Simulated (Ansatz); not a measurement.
Gas-phase electronic energies from Ansatz, PBE0-D4/def2-TZVP geometries. CCSD(T)/CBS adds triple-zeta CCSD(T) − MP2 to the extrapolated MP2 energy (def2 sets, frozen cores). This one scheme is used for every species. DFT in def2-TZVPP. B3LYP here is the variant with VWN-RPA as its local correlation; programs differ in this. def2 core potentials past Kr. For Cd outer-core shells are correlated without core-valence functions, which leaves a few kJ/mol of doubt a bond. One conformer a species, not always the lowest.

`[F][Cd][O][SiH3]` + `OBF` → `FBO[SiH3]` + `[OH][Cd][F]`  (ligand exchange at the Si–O bond)

`[F][Cd][O][SiH3]`:

Cartesian coordinates in Å:
```
F -3.454 -1.195 -1.497
Cd -1.930 -0.302 -0.737
O -0.443 0.682 0.039
Si 1.084 0.293 0.447
H 1.889 -0.117 -0.741
H 1.127 -0.841 1.417
H 1.728 1.479 1.072
```

`OBF`:

Cartesian coordinates in Å:
```
O -0.357 0.830 0.437
B 0.248 -0.108 -0.311
F 0.058 -1.400 -0.051
H -0.908 0.465 1.138
H 0.959 0.213 -1.213
```

`FBO[SiH3]`:

```xyz
8

F    -2.640    0.645   -0.355
B    -1.515    0.236    0.210
O    -0.393    0.248   -0.526
Si    1.182   -0.164   -0.227
H    -1.545   -0.125    1.352
H     2.019    1.039   -0.439
H     1.326   -0.651    1.168
H     1.565   -1.229   -1.183
```

`[OH][Cd][F]`:

Cartesian coordinates in Å:
```
O 1.314 -0.063 -0.418
Cd -0.587 -0.185 0.009
F -2.472 -0.403 0.352
H 1.746 0.651 0.057
```

| level | ΔE (kJ/mol) | difference from CCSD(T)/CBS |
| --- | --- | --- |
| PBE-D4 | 17.0 | -2.1 |
| revPBE-D4 | 17.2 | -1.9 |
| r2SCAN-D4 | 19.1 | 0.0 |
| B3LYP-D4 | 18.4 | -0.7 |
| BHLYP-D4 | 23.1 | 4.0 |
| B2PLYP | 20.1 | 1.0 |
| PBE-QIDH | 23.9 | 4.8 |
| r2SCANh | 20.2 | 1.1 |
| CAM-B3LYP | 19.3 | 0.2 |
| CCSD/def2-TZVPP | 23.9 | 4.8 |
| CCSD(T)/CBS | 19.1 | 0 |

Task: What do rigid-rotor, harmonic-oscillator terms from PBE0-D4/def2-TZVP frequencies (298.15 K, 1 bar) make of the CCSD(T)/CBS value? (Best estimate.)

Result: Computed: ΔZPE = -3.0 kJ/mol, ΔH = +17.1 kJ/mol, ΔS = -4 J/(mol·K), ΔG = +18.2 kJ/mol. Modes under 50 cm⁻¹ make the entropy rough.

Largest T1 diagnostic among the species: 0.017.

In def2-TZVPP, CCSD(T) changes the Hartree–Fock value by −3.1 kJ/mol (the triples alone add −0.2 kJ/mol) and MP2 by −3.4 kJ/mol. Leaving LDA and LC-ωPBE aside and taking each functional with its dispersion term where it has one, the values, not all of them listed here, spread over 8.6 kJ/mol, from BLYP-D4 to PBE-QIDH. At CCSD(T), def2-SVP lies +17.9 kJ/mol from the extrapolated value and def2-TZVPP +4.6 kJ/mol.
